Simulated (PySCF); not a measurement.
PySCF input for C3H4O, SMILES C1C(C1)=O, B3LYP/pcSseg-1. Geometry: B3LYP-D3(BJ)/def2-SVP.

```python
import numpy as np
from pyscf import gto, scf, dft
from pyscf.prop.nmr import rks as nmr

mol = gto.M(
    atom='''
    O     0.00000000   -0.00000001   -1.58278723
    C     0.00000000   -0.00000000   -0.38603118
    C     0.00000000   -0.78397404    0.86054980
    C     0.00000000    0.78397404    0.86054979
    H    -0.92099575   -1.29559216    1.16297186
    H     0.92099575   -1.29559216    1.16297186
    H     0.92099575    1.29559216    1.16297184
    H    -0.92099575    1.29559216    1.16297184
    ''',
    basis='pcSseg-1',
    charge=0,
    spin=0,
    max_memory=1600,
    verbose=3,
)
mf = dft.RKS(mol, xc='b3lyp')
mf.grids.level = 3
mf.conv_tol = 1e-10
mf.max_cycle = 100
mf.kernel()
n = nmr.NMR(mf)
n.verbose = 2
n.max_cycle_cphf = 60
sigma = n.kernel()
print('atom   isotropic/ppm   span/ppm')
for i, s in enumerate(sigma):
    w = np.linalg.eigvalsh((s + s.T) / 2)
    print(f'{mol.atom_symbol(i):2s}{i + 1:3d} {w.mean():14.3f} {w[2] - w[0]:11.3f}')
```

It prints:

```
converged SCF energy = -191.867163179229
atom   isotropic/ppm   span/ppm
O   1       -323.871    1431.967
C   2        -36.259     229.450
C   3        174.841      60.286
C   4        174.841      60.286
H   5         29.974      11.295
H   6         29.974      11.295
H   7         29.974      11.295
H   8         29.974      11.295
```

The calculation finished and met its thresholds.
